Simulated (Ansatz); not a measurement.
## Nudged elastic band run: BrClH3InO2

Input file:

```yaml
crystal:
  periodic: [false, false, false]
  atoms:
    - { symbol: In, position_ang: [-0.031282, -0.315712, -0.084495] }
    - { symbol: Cl, position_ang: [0.053931, -0.8387, 2.226297] }
    - { symbol: O, position_ang: [1.639372, -0.338067, -1.115374] }
    - { symbol: H, position_ang: [2.454599, -0.457471, -0.654186] }
    - { symbol: O, position_ang: [-1.782607, -0.246901, -0.968957] }
    - { symbol: H, position_ang: [-2.560696, -0.32496, -0.439898] }
    - { symbol: Br, position_ang: [0.08982, 2.76643, 0.891276] }
    - { symbol: H, position_ang: [0.131263, 2.275981, 2.214836] }
basis:
  gaussian: { orbitals: def2-SVP }
hamiltonian:
  xc: hf
neb:
  order_check: false
  images: 5
  f_tol: 0.03
  max_iterations: 60
  final_atoms:
    - { symbol: In, position_ang: [-0.00483571, 0.65892798, -0.30421336] }
    - { symbol: Cl, position_ang: [0.08746904, -0.01760525, 2.65333829] }
    - { symbol: O, position_ang: [1.69197714, -0.21693774, -0.79708553] }
    - { symbol: H, position_ang: [1.6924494, -1.08854321, -1.159613] }
    - { symbol: O, position_ang: [-1.78795966, -0.1021753, -0.66614652] }
    - { symbol: H, position_ang: [-1.87700891, -0.99510257, -0.95911199] }
    - { symbol: Br, position_ang: [0.09255953, 3.06008011, 0.34035395] }
    - { symbol: H, position_ang: [0.09974917, 1.22195598, 2.96197714] }
  initial_path:
    images:
      - { positions_ang: [[-0.031282, -0.315712, -0.084495], [0.053931, -0.8387, 2.226297], [1.639372, -0.338067, -1.115374], [2.454599, -0.457471, -0.654186], [-1.782607, -0.246901, -0.968957], [-2.560696, -0.32496, -0.439898], [0.08982, 2.76643, 0.891276], [0.131263, 2.275981, 2.214836]] }
      - { positions_ang: [[-0.02161414, -0.21004556, -0.05684877], [0.04007998, -0.56332086, 2.41365494], [1.66483585, -0.22496382, -1.07878531], [2.30708818, -0.62189406, -0.82505548], [-1.7653294, -0.16086375, -0.97512224], [-2.45441087, -0.49498539, -0.55341982], [0.10705775, 2.7656842, 0.90489334], [0.11669264, 2.03098924, 2.24018234]] }
      - { positions_ang: [[-0.01194628, -0.10437911, -0.02920254], [0.02622897, -0.28794172, 2.60101288], [1.69029971, -0.11186064, -1.04219662], [2.15957736, -0.78631711, -0.99592496], [-1.7480518, -0.07482651, -0.98128747], [-2.34812574, -0.66501078, -0.66694164], [0.12429551, 2.7649384, 0.91851068], [0.10212227, 1.78599747, 2.26552869]] }
      - { positions_ang: [[-0.00227841, 0.00128733, -0.00155631], [0.01237795, -0.01256258, 2.78837081], [1.71576356, 0.00124254, -1.00560794], [2.01206654, -0.95074017, -1.16679444], [-1.73077421, 0.01121074, -0.98745271], [-2.2418406, -0.83503616, -0.78046346], [0.14153326, 2.76419259, 0.93212802], [0.08755191, 1.54100571, 2.29087503]] }
      - { positions_ang: [[-0.00313085, 0.22050088, -0.10244199], [0.03740831, -0.01424347, 2.74335997], [1.70783475, -0.07148422, -0.93610047], [1.90552749, -0.99667452, -1.16440063], [-1.74983602, -0.02658461, -0.88035065], [-2.12023004, -0.88839163, -0.84001297], [0.12520869, 2.86282177, 0.73487], [0.09161766, 1.4346558, 2.51457573]] }
      - { positions_ang: [[-0.00398328, 0.43971443, -0.20332768], [0.06243868, -0.01592436, 2.69834913], [1.69990595, -0.14421098, -0.866593], [1.79898845, -1.04260887, -1.16200681], [-1.76889784, -0.06437995, -0.77324858], [-1.99861948, -0.9417471, -0.89956248], [0.10888411, 2.96145094, 0.53761198], [0.09568342, 1.32830589, 2.73827644]] }
      - { positions_ang: [[-0.00483571, 0.65892798, -0.30421336], [0.08746904, -0.01760525, 2.65333829], [1.69197714, -0.21693774, -0.79708553], [1.6924494, -1.08854321, -1.159613], [-1.78795966, -0.1021753, -0.66614652], [-1.87700891, -0.99510257, -0.95911199], [0.09255953, 3.06008011, 0.34035395], [0.09974917, 1.22195598, 2.96197714]] }
```

Run as:

```bash
$ ansatz run input.yaml --threads 2 --pin off --max-ram 3072MiB --backend cpu --events-out ev --progress --plain --runs-dir out
```

Output, in part (warnings, iteration lines, the closing report on the highest movable image, with atoms numbered from 0):

```
NEB end point (image 0): max|allowed force component| = 1.080e-2 eV/Å (the criterion of neb.relax_end_points is 1.000e-2)
NEB end point (image 6): max|allowed force component| = 2.692e-3 eV/Å (the criterion of neb.relax_end_points is 1.000e-2)
NEB iter   1: max|band force component| = 1.272e1 eV/Å  barrier→ = 1.7122 eV  barrier← = 1.8587 eV  Δτ_max = 0.2000 Å  (270 SCF iters)
NEB iter   2: max|band force component| = 1.590e0 eV/Å  barrier→ = 0.9610 eV  barrier← = 1.1075 eV  Δτ_max = 0.1999 Å  (203 SCF iters)
NEB iter   3: max|band force component| = 8.610e-1 eV/Å  barrier→ = 0.7442 eV  barrier← = 0.8907 eV  Δτ_max = 0.1931 Å  (192 SCF iters)
NEB iter   4: max|band force component| = 1.026e0 eV/Å  barrier→ = 0.7193 eV  barrier← = 0.8659 eV  Δτ_max = 0.1035 Å  (198 SCF iters)
NEB iter   5: max|band force component| = 1.051e0 eV/Å  barrier→ = 0.6952 eV  barrier← = 0.8417 eV  Δτ_max = 0.1031 Å  (191 SCF iters)
NEB iter   6: max|band force component| = 7.566e-1 eV/Å  barrier→ = 0.6863 eV  barrier← = 0.8328 eV  Δτ_max = 0.1003 Å  (193 SCF iters)
NEB iter   7: max|band force component| = 5.089e-1 eV/Å  barrier→ = 0.6849 eV  barrier← = 0.8315 eV  Δτ_max = 0.0780 Å  (191 SCF iters)
NEB iter   8: max|band force component| = 5.446e-1 eV/Å  barrier→ = 0.6388 eV  barrier← = 0.7853 eV  Δτ_max = 0.0390 Å  (196 SCF iters)
NEB iter   9: max|band force component| = 1.049e0 eV/Å  barrier→ = 0.5741 eV  barrier← = 0.7206 eV  CI = image 3  Δτ_max = 0.0389 Å  (191 SCF iters)
NEB iter  10: max|band force component| = 8.655e-1 eV/Å  barrier→ = 0.6108 eV  barrier← = 0.7573 eV  CI = image 3  Δτ_max = 0.0774 Å  (196 SCF iters)
NEB iter  11: max|band force component| = 5.116e-1 eV/Å  barrier→ = 0.6530 eV  barrier← = 0.7995 eV  CI = image 3  Δτ_max = 0.0934 Å  (197 SCF iters)
NEB iter  12: max|band force component| = 1.509e-1 eV/Å  barrier→ = 0.6743 eV  barrier← = 0.8208 eV  CI = image 3  Δτ_max = 0.0597 Å  (198 SCF iters)
NEB iter  13: max|band force component| = 1.204e-1 eV/Å  barrier→ = 0.6750 eV  barrier← = 0.8215 eV  CI = image 3  Δτ_max = 0.0548 Å  (199 SCF iters)
NEB iter  14: max|band force component| = 9.349e-2 eV/Å  barrier→ = 0.6733 eV  barrier← = 0.8198 eV  CI = image 3  Δτ_max = 0.0538 Å  (201 SCF iters)
NEB iter  15: max|band force component| = 8.214e-2 eV/Å  barrier→ = 0.6716 eV  barrier← = 0.8181 eV  CI = image 3  Δτ_max = 0.0443 Å  (188 SCF iters)
NEB iter  16: max|band force component| = 6.626e-2 eV/Å  barrier→ = 0.6711 eV  barrier← = 0.8176 eV  CI = image 3  Δτ_max = 0.0353 Å  (200 SCF iters)
NEB iter  17: max|band force component| = 2.527e-2 eV/Å  barrier→ = 0.6703 eV  barrier← = 0.8168 eV  CI = image 3  Δτ_max = 0.0000 Å  (476 SCF iters)
Total energy: -91758.72130134 eV, -3372.0708115292 hartree
Atom 0 at     0.103359     0.105160    -0.015424 Å, force    -0.011134    -0.015371    -0.001253 eV/Å
Atom 1 at    -0.013718    -0.075592     2.531030 Å, force     0.001790     0.030357    -0.006622 eV/Å
Atom 2 at     1.923001    -0.266087    -0.643632 Å, force     0.002111     0.004155     0.011462 eV/Å
Atom 3 at     2.034821    -0.712007    -1.468951 Å, force     0.002265    -0.002345    -0.011248 eV/Å
Atom 4 at    -1.565058    -0.449113    -0.889092 Å, force     0.011404    -0.004286    -0.006159 eV/Å
Atom 5 at    -2.400768    -0.255785    -0.494572 Å, force    -0.005599     0.008093     0.006392 eV/Å
Atom 6 at    -0.044839     2.684662     0.936038 Å, force    -0.001860     0.001215     0.012684 eV/Å
Atom 7 at    -0.042398     1.489362     2.114101 Å, force     0.001023    -0.021817    -0.005255 eV/Å
Dipole moment:    -0.252756     0.005204    -0.078628 e Å
```

It converged. Beside the main top the profile has a ripple of under 15 meV (maxima at images 1, 3, 5), which may be a very shallow well or noise. A structure lower than the last end lies on the path between it and the top, so the climb from that side starts below the end, which may itself be a saddle point or a shallow side well. A vibrational analysis at the climbing image gives one clearly imaginary mode, 1205i cm⁻¹: a first-order saddle point. The orbitals stay closed-shell, which can raise the energy where a bond breaks towards radicals; this wasn't checked here.

Final band (atoms are numbered from 1 in the order of the input):

```csv
image,path coordinate (Å),energy (eV),In1–Cl2 (Å),Br7–H8 (Å),In1–Br7 (Å)
0,0.00,0.00,2.37,1.41,3.24
1,0.84,0.06,2.37,1.41,3.13
2,1.69,0.04,2.37,1.42,3.14
3,2.53,0.67,2.56,1.68,2.75
4,3.42,-0.16,2.94,2.66,2.52
5,4.30,-0.14,3.07,3.22,2.49
6,5.19,-0.15,3.04,3.20,2.49
```

The run took 4.6 min on 2 threads of Arm Neoverse V1 (shared host), peak memory 0.32 GiB.
